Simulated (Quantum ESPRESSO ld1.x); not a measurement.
Question: The thallium ion Tl2+, 79 electrons, occupied as [Xe] 4f14 5d10 6s1 (the NIST ground configuration). Method: scalar-relativistic Kohn-Sham, LDA (Slater exchange, Perdew-Zunger correlation), spin-polarised, spherical densities, point nucleus; open shells are filled with parallel spins first; computed with ld1.x of Quantum ESPRESSO 7.5. Some entries of the table are withheld. Estimate them.

orbital  occ.  eigenvalue (eV)  r(max) (bohr)
1s up       1         -85589.1          0.010
1s down     1         -85589.1          0.010
2s up       1         -15255.0          0.058
2s down     1         -15255.0          0.058
2p up       3         -13126.3          0.049
2p down     3         -13126.2          0.049
3s up       1         -3654.63          0.164
3s down     1         -3654.61          0.164
3p up       3         -3042.13          0.164
3p down     3         -3042.12          0.164
3d up       5         -2407.08          0.133
3d down     5         -2407.07          0.133
4s up       1         -828.958          0.370
4s down     1         -828.934          0.370
4p up       3         -628.168          0.388
4p down     3         -628.142          0.388
4d up       5         -392.941          0.394
4d down     5         -392.911          0.394
5s up       1         -149.340          0.804
5s down     1         -149.281          0.804
4f up       7              (1)          0.358
4f down     7              (2)          0.358
5p up       3              (3)          0.906
5p down     3              (4)          0.906
5d up       5         -33.5442           1.12
5d down     5         -33.2446           1.12
6s up       1              (5)           2.00
6s down     0              (6)           1.98

Answer: 
(1) 4f up eigenvalue (eV): -132.449
(2) 4f down eigenvalue (eV): -132.416
(3) 5p up eigenvalue (eV): -94.3200
(4) 5p down eigenvalue (eV): -94.2253
(5) 6s up eigenvalue (eV): -26.1588
(6) 6s down eigenvalue (eV): -25.4108
